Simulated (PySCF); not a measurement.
Molfile (atoms numbered from 1):
```
C6H6FN
     RDKit          3D

 14 14  0  0  0  0  0  0  0  0999 V2000
    2.5146   -0.1105    1.6405 C   0  0  0  0  0  0  0  0  0  0  0  0
    1.6689    0.0181    0.8038 C   0  0  0  0  0  0  0  0  0  0  0  0
    0.6141    0.1771   -0.1744 C   0  0  2  0  0  0  0  0  0  0  0  0
   -0.2084    1.4206    0.1022 C   0  0  0  0  0  0  0  0  0  0  0  0
   -1.4249    1.2355    0.3476 N   0  0  0  0  0  0  0  0  0  0  0  0
   -1.7513   -0.1644    0.2916 C   0  0  0  0  0  0  0  0  0  0  0  0
   -0.4625   -0.9252   -0.1016 C   0  0  1  0  0  0  0  0  0  0  0  0
   -0.6201   -1.5235   -1.3332 F   0  0  0  0  0  0  0  0  0  0  0  0
    3.2718   -0.2271    2.3568 H   0  0  0  0  0  0  0  0  0  0  0  0
    1.0492    0.2147   -1.1793 H   0  0  0  0  0  0  0  0  0  0  0  0
    0.2262    2.4061    0.0996 H   0  0  0  0  0  0  0  0  0  0  0  0
   -2.1400   -0.4740    1.2634 H   0  0  0  0  0  0  0  0  0  0  0  0
   -2.5328   -0.3205   -0.4560 H   0  0  0  0  0  0  0  0  0  0  0  0
   -0.2054   -1.7272    0.5968 H   0  0  0  0  0  0  0  0  0  0  0  0
  1  2  3  0
  2  3  1  0
  3  4  1  0
  4  5  2  0
  5  6  1  0
  6  7  1  0
  7  8  1  0
  7  3  1  0
  1  9  1  0
  3 10  1  6
  4 11  1  0
  6 12  1  0
  6 13  1  0
  7 14  1  1
M  END
```

Geometry: GFN2-xTB; GIAO absolute shieldings from PySCF 2.14.0 with density-fitted response routines, gas phase, non-relativistic, averaged over equivalent atoms.

At OLYP/pcseg-1 (142 basis functions, 25 s wall time on 1 thread of an Arm Neoverse V1, shared host):
| atoms | σ (ppm) |
| --- | --- |
| C4 | 35.7 |
| C7 | 85.3 |
| C2 | 116.1 |
| C6 | 116.8 |
| C1 | 124.6 |
| C3 | 135.7 |
| N5 | -84.7 |
| F8 | 348.4 |
| H11 | 24.67 |
| H14 | 26.25 |
| H12 | 27.15 |
| H13 | 27.35 |
| H10 | 28.07 |
| H9 | 30.22 |

What do these become at PBE0/pcSseg-1?

## Answers


| atoms | σ at PBE0/pcSseg-1 | change |
| --- | --- | --- |
| C4 | 21.4 | -14.3 |
| C7 | 83.6 | -1.7 |
| C2 | 102.8 | -13.3 |
| C6 | 112.8 | -4.0 |
| C1 | 107.1 | -17.5 |
| C3 | 135.7 | +0.0 |
| N5 | -116.7 | -32.0 |
| F8 | 361.1 | +12.7 |
| H11 | 24.41 | -0.26 |
| H14 | 26.16 | -0.09 |
| H12 | 27.05 | -0.10 |
| H13 | 27.21 | -0.14 |
| H10 | 27.90 | -0.17 |
| H9 | 29.93 | -0.29 |

The largest change is at N5 (imine nitrogen). Cost: 166 basis functions, 19 s wall time on 1 thread of an Arm Neoverse V1, shared host. The order of the carbon signals changes between the two levels.
